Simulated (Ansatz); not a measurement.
Z-matrix (Å, degrees):
```
Si
F 1 1.592
Se 1 2.279 2 105.2
F 1 1.593 2 106.5 3 -119.2
H 3 1.470 1 90.4 2 -179.4
```

Total charge 0; spin multiplicity 2.

Problem. List the PBE/def2-TZVPP orbital energies in eV (the Gaussian-basis code of Ansatz). (Estimate.)

Solution. The calculation gave: α occupied: -12302.91, -1782.13, -1562.90, -1403.68, -1403.66, -1403.59, -660.49, -660.45, -205.89, -151.22, -151.16, -150.96, -139.59, -96.37, -96.35, -96.32, -54.35, -54.33, -54.17, -54.13, -54.09, -30.43, -29.94, -18.27, -14.00, -12.35, -11.54, -11.43, -10.69, -10.35, -9.99, -9.20, -6.80, -5.59. α empty: -1.25, -0.63, -0.14, 0.10, 3.15, 3.32, 3.68, 3.80. β occupied: -12302.90, -1782.06, -1562.89, -1403.67, -1403.64, -1403.59, -660.44, -660.40, -205.88, -151.21, -151.13, -150.94, -139.50, -96.29, -96.26, -96.19, -54.32, -54.30, -54.16, -54.10, -54.07, -30.33, -29.84, -18.12, -13.80, -12.22, -11.46, -11.24, -10.59, -10.29, -9.92, -8.88, -6.65. β empty: -4.00, -1.13, -0.15, 0.21, 0.51, 3.26, 3.58, 3.97. ⟨S²⟩ = 0.752.
